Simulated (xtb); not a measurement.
C3H6OS, SMILES C[C@@H]1OCS1. All values are semi-empirical tight-binding results from xtb (GFN2-xTB unless named), good for trends rather than for accurate numbers. Coordinates come from a GFN2-xTB optimisation. The structure was generated by enumeration; whether it is a known compound was not checked.

Optimised geometry:

```xyz
11

C     -1.9100     0.3993     0.1566
C     -0.6885    -0.3925    -0.2468
O     -0.0021    -0.9817     0.8434
C      1.2472    -0.3558     0.6958
S      0.7568     0.6327    -0.7600
H     -2.3313     0.8913    -0.7159
H     -1.6421     1.1493     0.8970
H     -2.6483    -0.2737     0.5872
H     -0.9254    -1.1384    -1.0157
H      1.5142     0.2619     1.5582
H      2.0482    -1.0657     0.4680
```
Charge 0, spin multiplicity 1.

Computed properties:
The orbital gap is 3.18 eV and the zero-point energy is 53.6 kcal/mol. The G − E(el) at 298.15 K (modified RRHO) comes out as 35.1 kcal/mol and the static polarisability (D4 model) is 59.5 bohr³. The solvation energy, GFN2-xTB/ALPB(water) comes out as -0.4 kcal/mol and the solvation energy, GFN2-xTB/ALPB(methanol) is -4.6 kcal/mol.

Give the atomic charges and the Wiberg bond orders between heavy atoms. (An estimate is asked for; the answer gives what the named calculation found.)

charges (e) C1 -0.12, C2 0.17, O3 -0.32, C4 0.14, S5 -0.20, H6 0.06, H7 0.07, H8 0.06, H9 0.04, H10 0.05, H11 0.05. Bond orders C1–C2 1.02, C2–O3 0.97, O3–C4 1.00, C2–S5 0.96, C4–S5 0.99.
